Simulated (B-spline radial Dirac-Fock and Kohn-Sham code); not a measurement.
**K-line shifts caused by a second vacancy in Ag**

System: the Ag atom, 1s2 2s2 2p6 3s2 3p6 3d10 4s2 4p6 4d10 5s1.

These are calculated numbers from a B-spline atomic structure program; the model is multi-electron Dirac-Fock with separately optimised hole states, Breit and Lamb-shift corrections added in first order. Each two-hole energy is an average over J within one jj subconfiguration, not an observable level; in light atoms, where LS coupling holds, the j-resolved values are not observed lines, and for a K spectator the Kα1 hypersatellite is nearly forbidden. Correlation energy is missing from these numbers.

Lines without a spectator: Kα2 (K-L2) 21988.4 eV, Kα1 (K-L3) 22161.3 eV, Kβ3 (K-M2) 24907.7 eV, Kβ1 (K-M3) 24938.9 eV. Shifts in eV with one spectator hole (a dash: not computed, or left out as unreliable):

```
spectator hole     Kα2     Kα1     Kβ3     Kβ1
        K (1s)  +534.5  +549.5  +680.3  +683.4
    L2 (2p1/2)   +58.0   +72.8       –  +155.0
    L3 (2p3/2)   +57.9   +57.7  +138.9       –
    M2 (3p1/2)       –   +8.06  +17.93  +21.92
    M3 (3p3/2)   +6.12       –  +18.84  +18.24
    M4 (3d3/2)   +0.97   -1.46       –       –
    M5 (3d5/2)   -1.86   -0.12       –       –
```

With n spectator holes in 2p, averaged over the 2p shell (energies in eV):

```
n     KαLⁿ   step  hypersatellite KαʰLⁿ
0  22103.6      –               22648.1
1  22165.4  +61.8               22711.3
2  22228.5  +63.0               22775.7
3  22292.7  +64.2               22841.4
4  22358.2  +65.5               22908.3
5  22424.9  +66.7               22976.5
```
